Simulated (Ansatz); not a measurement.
Input and output for the cluster AlRu₂⁺.

```yaml
crystal:
  periodic: [false, false, false]
  atoms:
    - {symbol: Ru, position_ang: [-0.570116, 0.862998, -0.669083]}
    - {symbol: Ru, position_ang: [-0.542172, -0.166708, 1.176184]}
    - {symbol: Al, position_ang: [1.112288, -0.696290, -0.507111]}
basis:
  gaussian: {orbitals: def2-SVP}
total_charge: 1
magnetization: {spin_polarized: true, initial_magnetization: 2}
hamiltonian: {xc: {name: PBE0-DH}}
```

```sh
$ ansatz run in.yaml --threads 4 --pin off --events-out ev --progress --plain --max-ram 3916MiB
```

It prints (some lines left out):

```
Functional definition: PBE0-DH
  name "PBE0-DH"
  cite "Brémond & Adamo, J. Chem. Phys. 135, 024106 (2011) doi:10.1063/1.3604569"
  cite "Perdew, Burke & Ernzerhof, Phys. Rev. Lett. 77, 3865 (1996) doi:10.1103/PhysRevLett.77.3865"
  parameter a = 1/2
  parameter c = 1/8
  exchange = (1 - a)*pbe_x + a*exact_x
  correlation = (1 - c)*pbe_c + c*(mp2_os + mp2_ss)
822 factors; integrals over basis functions are off by at most 3.4e-4 eV
mean field evaluation 1: about -11710.6561 eV, gradient 6.5e1 eV
mean field evaluation 2: about -11710.9257 eV, gradient 6.5e1 eV
mean field evaluation 4: about -11733.8583 eV, gradient 1.9e1 eV
mean field evaluation 8: about -11735.9760 eV, gradient 1.1e0 eV
mean field evaluation 16: about -11736.4393 eV, gradient 1.1e0 eV
mean field evaluation 32: about -11736.6844 eV, gradient 3.5e-10 eV
mean field evaluation 64: about -11623.8791 eV, gradient 1.4e2 eV
mean field evaluation 96: about -11595.0861 eV, gradient 1.4e2 eV
mean field evaluation 128: about -11693.5582 eV, gradient 1.3e2 eV
mean field evaluation 160: about -11736.4859 eV, gradient 1.5e-1 eV
mean field evaluation 192: about -11734.0653 eV, gradient 1.7e1 eV
mean field evaluation 224: about -11737.0668 eV, gradient 8.1e-1 eV
mean field evaluation 256: about -11736.4766 eV, gradient 6.6e-1 eV
mean field evaluation 288: about -11736.6816 eV, gradient 5.1e-1 eV
mean field evaluation 320: about -11736.8408 eV, gradient 2.0e-1 eV
mean field evaluation 352: about -11731.8661 eV, gradient 2.8e1 eV
mean field evaluation 384: about -11736.8552 eV, gradient 1.5e-1 eV
mean field evaluation 416: about -11736.7285 eV, gradient 8.2e-2 eV
mean field evaluation 448: about -11736.5218 eV, gradient 8.1e-1 eV
mean field evaluation 480: about -11736.8552 eV, gradient 4.6e-1 eV
mean field evaluation 512: about -11737.0177 eV, gradient 3.4e0 eV
mean field evaluation 544: about -11736.7390 eV, gradient 1.7e0 eV
mean field evaluation 576: about -11736.8630 eV, gradient 6.1e-2 eV
mean field evaluation 608: about -11737.0464 eV, gradient 4.6e-1 eV
mean field evaluation 640: about -11736.9185 eV, gradient 1.5e0 eV
mean field evaluation 672: about -11736.9427 eV, gradient 6.6e-1 eV
mean field evaluation 704: about -11737.1397 eV, gradient 2.1e-1 eV
mean field evaluation 736: about -11737.0520 eV, gradient 5.7e-1 eV
mean field evaluation 768: about -11736.8770 eV, gradient 1.1e0 eV
mean field evaluation 800: about -11736.9048 eV, gradient 5.7e-2 eV
mean field evaluation 832: about -11724.4797 eV, gradient 7.1e0 eV
mean field -11737.14125189 eV, -431.3319852869 hartree, gradient 2.0e-6 eV, S^2 3.913934; 30 other end points of the search recorded, 0 dependent functions left out
5 core orbitals not correlated, not the lowest: weight in the atoms' cores, before any rotation towards them, 1.000 or more for the frozen orbitals, at most 0.000 for the correlated occupied ones
reference -11737.14127444 eV, -431.3319861156 hartree; 18, 16 occupied and 57, 59 virtual orbitals, 822 factors
second order -29.41430124 eV of doubles, -0.00000000 eV of singles
Total energy: -11740.81806209 eV, -431.4671055697 hartree
```

Hardware: 4 threads of Arm Neoverse N1 on a shared host. Wall time 2.9 min.

In the def2 sets Ru takes a core potential; there is no spin–orbit coupling. Correlated methods freeze 5 core orbitals; core or outer-core shells of Ru are correlated, in sets that lack core-valence functions. The charge 1 triplet is spin-contaminated (final ⟨S²⟩ up to 3.91, 2.00 for a pure state).
